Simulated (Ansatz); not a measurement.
Ansatz (a first-principles code) input file for B(I)2(OMe) (CH₃BI₂O), SMILES IB(I)OC, PBE/def2-SVPD. The structure is a stationary point at r2SCAN-D4/def2-SVP. The def2 effective core potentials stand for the cores of I; spin–orbit coupling is left out. The values are those of a single conformer.

Ansatz 0.2 input:
```yaml
crystal:
  periodic: [false, false, false]
  atoms:
    - {symbol: B, position_ang: [-0.65040413, 0.01201420, 0.00000000]}
    - {symbol: I, position_ang: [0.21130475, 1.97638480, -0.00000000]}
    - {symbol: I, position_ang: [0.62791139, -1.73207090, -0.00000000]}
    - {symbol: O, position_ang: [-1.97621390, -0.08103864, -0.00000000]}
    - {symbol: C, position_ang: [-2.75502020, -1.27341880, 0.00000000]}
    - {symbol: H, position_ang: [-2.53825104, -1.87398502, 0.89642074]}
    - {symbol: H, position_ang: [-3.81010068, -0.97191581, -0.00000000]}
    - {symbol: H, position_ang: [-2.53825104, -1.87398502, -0.89642074]}
basis:
  gaussian:
    orbitals: def2-SVPD
hamiltonian:
  xc: {name: PBE}
```

It prints:

```
WARN ansatz: RAYON_NUM_THREADS=1 ignored (pool sized by the plan → 1); use --threads N
Functional definition: PBE
integrals: 0.11 GiB planned
1467 factors; their error is unknown
mean field: 0.63 GiB planned
mean field evaluation 1: about -19998.5462 eV, gradient 5.6e1 eV
mean field evaluation 2: about -19950.3675 eV, gradient 1.5e2 eV
mean field evaluation 4: about -20005.0417 eV, gradient 1.5e1 eV
mean field evaluation 8: about -20005.5985 eV, gradient 2.9e-1 eV
mean field evaluation 16: about -20005.5568 eV, gradient 2.1e-4 eV
mean field -20005.55676166 eV, -735.1906507377 hartree, gradient 3.3e-5 eV, S^2 0.000000; 0 other end points of the search recorded, 0 dependent functions left out
reference -20005.55683015 eV, -735.1906532547 hartree; 36, 36 occupied and 121, 121 virtual orbitals, 1467 factors
Total energy: -20005.55683015 eV, -735.1906532547 hartree
```

Self-consistency was reached.

Cost: around 6 core-seconds (rough).
